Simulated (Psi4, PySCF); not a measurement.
Input for PySCF:
```python
from pyscf import gto, scf, dft

mol = gto.Mole()
mol.atom = '''
    Si   -1.40329534   -0.53462063    0.03897477
    As    0.72861432    0.32423351   -0.02335434
    H    -1.67313328   -1.31833068    1.25215617
    H    -2.36838393    0.56910308    0.00592110
    H    -1.70511391   -1.41474898   -1.09857261
    H     1.34849332   -1.05104054    0.06554169
'''
mol.basis = '6-31g*'
mol.spin = 1
mol.verbose = 4
mol.build()

mf = dft.UKS(mol)
mf.xc = 'blyp'
mf.grids.atom_grid = (99, 590)
mf.grids.prune = None
mf.kernel()
```

Write the same job for Psi4.

Several could match; the one computed here: 
```
memory 2 GB

molecule {
0 2
  Si   -1.40329534   -0.53462063    0.03897477
  As    0.72861432    0.32423351   -0.02335434
  H    -1.67313328   -1.31833068    1.25215617
  H    -2.36838393    0.56910308    0.00592110
  H    -1.70511391   -1.41474898   -1.09857261
  H     1.34849332   -1.05104054    0.06554169
}

set basis 6-31g*
set reference uks
set scf_type pk
set puream true
set d_convergence 1e-8
set dft_radial_points 99
set dft_spherical_points 590

energy('blyp')
print_variables()
```

Both were run: PySCF gave -2527.459541 Eh and Psi4 -2527.459541 Eh, 0.000 mEh apart.
